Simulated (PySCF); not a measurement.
Compound: C3H11ClGeOSi2.
Z-matrix (Å and degrees, PBE0-D3(BJ)/def2-SVP geometry), rows numbered from 1:
```
C 
C   1  1.3405
C   2  1.4969  1  120.48
Cl  3  1.7987  2  111.69  1   134.31
Si  2  1.8877  1  120.45  3   178.34
Ge  5  2.3973  2  109.41  1   -99.30
O   6  1.7809  5  109.92  2    24.79
Si  7  1.6466  6  146.31  5     1.41
H   1  1.0968  2  121.70  3    -2.53
H   1  1.0940  2  121.87  3   177.47
H   3  1.0990  2  112.12  1    14.13
H   3  1.1002  2  111.09  1  -108.09
H   5  1.4961  2  110.82  1   139.44
H   5  1.4952  2  107.73  1    20.12
H   6  1.5454  5  112.13  2   141.51
H   6  1.5391  5  112.94  2   -94.35
H   8  1.4934  7  108.00  6   174.01
H   8  1.4986  7  111.54  6    55.23
H   8  1.4954  7  112.35  6   -66.36
```

Computed, not measured: TDDFT CAM-B3LYP/def2-SVPD, vertical, gas phase, core orbitals frozen in the response (PySCF 2.14.0, density-fitted response routines). The CAM-B3LYP/def2-SVPD calculation is non-relativistic and has no spin–orbit coupling, an omission that weighs most on germanium.

Kohn–Sham orbitals with the atoms that hold most of them (Löwdin shares over 4%, at most four atoms; ? is withheld):

```
orbital  ε (eV)                            atoms
 HOMO-3  -10.19           Cl4 66%, C3 10%, O7 7%
 HOMO-2   -9.70  Cl4 21%, C2 20%, C1 16%, Si5 8%
 HOMO-1   -9.52                                ?
   HOMO   -8.74                                ?
   LUMO   -0.01   C1 29%, C2 22%, Ge6 7%, Si5 7%
 LUMO+1    0.42  Si5 21%, Ge6 21%, O7 9%, Si8 6%
 LUMO+2    0.98   Si5 14%, Cl4 13%, C3 9%, C1 9%
```

Question: Give the leading atoms of the HOMO.

Answer: Ge6 (bonded to O, Si and 2 H) 18%; Si5 (bonded to C, Ge and 2 H) 17%; O7 (bonded to Ge and Si) 14%; C1 (bonded to C and 2 H) 12%.

Question: Which atoms hold the HOMO-1, and with what shares?

Answer: O7 (bonded to Ge and Si) 35%; Si8 (bonded to O and 3 H) 13%; Ge6 (bonded to O, Si and 2 H) 11%; H19 (bonded to Si) 8%.

Question: The HOMO–LUMO gap is 8.73 eV. Where does the response calculation put the lowest singlet, and from which orbitals?

Answer: S1 is at 5.87 eV (f = 0.066), 2.85 eV below the gap, made of HOMO→LUMO (52%), HOMO→LUMO+1 (38%). Without the coupling terms of the response equations the lowest excitation would equal the gap.

Next come S2 at 6.18 eV (f 0.115), HOMO→LUMO+1 (53%), HOMO→LUMO (40%); S3 at 6.54 eV (f 0.047), HOMO-1→LUMO (34%), HOMO-2→LUMO (24%), HOMO-1→LUMO+1 (10%); S4 at 6.59 eV (f 0.024), HOMO-1→LUMO+1 (45%), HOMO-2→LUMO (27%), HOMO-1→LUMO (8%); S5 at 6.92 eV (f 0.0070), HOMO-3→LUMO (43%), HOMO-3→LUMO+4 (10%).

Löwdin shares depend on the basis, the more so with diffuse functions.

One conformer stands for the species.
